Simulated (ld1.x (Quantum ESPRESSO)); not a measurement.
Values are calculated unless marked as measured or tabulated.
# Hardness and transferability of assorted potentials

Generated with ld1.x 7.5 (TM, RRKJ, ultrasoft, PAW), atompaw 4.2 or ONCVPSP 4.0.1. The cutoff is in Ry: for ld1.x and atompaw files where the sum of valence levels is converged to 10 mRy in a Bessel basis, for ONCV files where the hardest occupied wave has 1 mHa per electron of residual kinetic energy. The error is the largest all-electron minus pseudo excitation energy over each file’s own four to seven test configurations (ionisations up to +4, promotions, holes and added fractions of an electron), all of which were solved. The labels leave out finer settings (local radius, basis sizes, second energies), which also bear on the numbers. Spin-polarised tests are not counted. The rows are a selection from randomly drawn settings: files with unsolved tests, undetermined cutoffs or missed reference levels are left out.

A true bound ghost makes a file unfit for plane-wave use even where its test errors are small: the radial tests pick states by their node count and pass the ghost by.

```csv
element,potential,cutoff (Ry),largest error (meV),bound ghosts
O,"PAW, PBE, non-relativistic, rc 0.85/1.10 (sp), local smoothed, core correction yes, reference 2s2 2p4",60,-8.4,none
P,"PAW, PBE, scalar-relativistic, rc 1.90/1.50 (sp), local smoothed, core correction yes, reference 3s2 3p2.5",10,-116,none
S,"TM, PBE, scalar-relativistic, rc 1.55/1.75 (sp), local smoothed, core correction yes, reference 3s2 3p4",30,+93,none
Se,"PAW, PBE, scalar-relativistic, rc 1.60/0.85/1.00 (spd), local smoothed, core correction yes, reference 3p6 3d10 4s2 4p4",180,+135,none
Cd,"TM, LDA (PZ), scalar-relativistic, rc 2.00/1.20/1.75 (spd), local p, core correction yes, reference 4p6 4d10 5s2 5p0",100,+87,s
```

(1) Fill in the row for Pb: TM semilocal, PBE, scalar-relativistic, rc 1.95/2.25/1.80 (spd), local s, core correction yes, reference 5d10 6s2 6p0.

(2) Fill in the row for Hf: TM, BLYP, non-relativistic, rc 2.75/3.30/2.00 (spd), local p, core correction yes, reference 5d2 6s2 6p0.

(3) Fill in the row for Co: RRKJ, LDA (PZ), scalar-relativistic, rc 2.35/2.15/1.65 (spd), local s, core correction yes, reference 3d7 4s2 4p0.

## Answers

(1) cutoff 55 Ry, largest error -253 meV, bound ghosts: none.

(2) cutoff 25 Ry, largest error -295 meV, bound ghosts: none.

(3) cutoff 70 Ry, largest error -373 meV, bound ghosts: none.
